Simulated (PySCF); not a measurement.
SMILES [F][Al]([CH]=C)[CH3] (C3H6AlF) (PBE0/def2-SVP optimised geometry):

```
11

Al    -0.084    -1.124     0.000
F     -0.858    -2.606     0.006
C      1.860    -1.124     0.000
H      2.298    -0.117    -0.083
H      2.251    -1.733    -0.832
H      2.246    -1.580     0.928
C     -1.201     0.461     0.000
C     -0.662     1.691    -0.011
H     -2.298     0.402     0.009
H     -1.268     2.606    -0.011
H      0.424     1.854    -0.021
```

Computed with PBE0/def2-TZVP in PySCF 2.14.0.

Problem. What are the frontier orbital energies and the dipole moment?

Solution. HOMO-2 -9.50 eV, HOMO-1 -8.18 eV, HOMO -8.02 eV, LUMO -1.17 eV, LUMO+1 0.13 eV; dipole moment 2.10 D.

Meta-Löwdin charges at PBE0/def2-TZVP: Al1 1.07, F2 -0.55, C3 -0.67, H4 0.13, H5 0.14, H6 0.14, C7 -0.41, C8 -0.20, H9 0.13, H10 0.12, H11 0.11.
